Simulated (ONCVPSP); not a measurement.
## Configuration tests for rhenium (ONCV)

* Element: Re
* Generator: ONCVPSP 4.0.1
* Type: optimised norm-conserving Vanderbilt (ONCV)
* Functional: PBE
* Relativity: scalar-relativistic
* Frozen core: [Xe] 4f14
* Valence charge: 7
* Reference configuration: 5d5.5 6s1.5
* Partial waves: 6s: rc 2.80 bohr, ncon 4, nbas 9, qcut 2.4 1/bohr, 1 projector; p scattering state at 0.37 Ha: rc 2.60 bohr, ncon 4, nbas 8, qcut 3.8 1/bohr, 2 projectors, debl 1.9 Ha; 5d: rc 2.30 bohr, ncon 5, nbas 10, qcut 6.7 1/bohr, 1 projector
* Local potential: polynomial inside 1.95 bohr (lpopt 5, dvloc0 2 Ha)
* Core correction: Teter function, fcfact 5.5, rcfact 1.3

In the p channel the program set the typed energies aside and used 0.050, 1.950 Ha.

Energies are relative to the spin-unpolarised reference configuration 5d5.5 6s1.5; without spin polarisation the order of configurations can differ from experiment.

```
valence configuration  charge  ΔE all-electron (eV)  error AE − PS (meV)
              5d5 6s1      +1                 8.866                  +13
              5d5 6s0      +2                25.188                  -47
```

Problem. What are ΔE and the potential's error for 5d6 6s1?

Solution. ΔE = 0.561 eV all-electron; the error (AE − PS) is -7.0 meV.

Problem. What are ΔE and the potential's error for 5d5 6s2?

Solution. ΔE = -0.382 eV all-electron; the error (AE − PS) is +0.8 meV.

Levels in the configuration 5d5 6s2:

| level | all-electron (eV) | pseudo (eV) |
| --- | --- | --- |
| 5d | -5.367 | -5.348 |
| 6s | -5.943 | -5.925 |

Note: ghosts flagged at negative energy: p at -19.5 eV; GHOST(+) flagged for s at 0.59 eV. A true bound ghost makes a file unfit for plane-wave use.
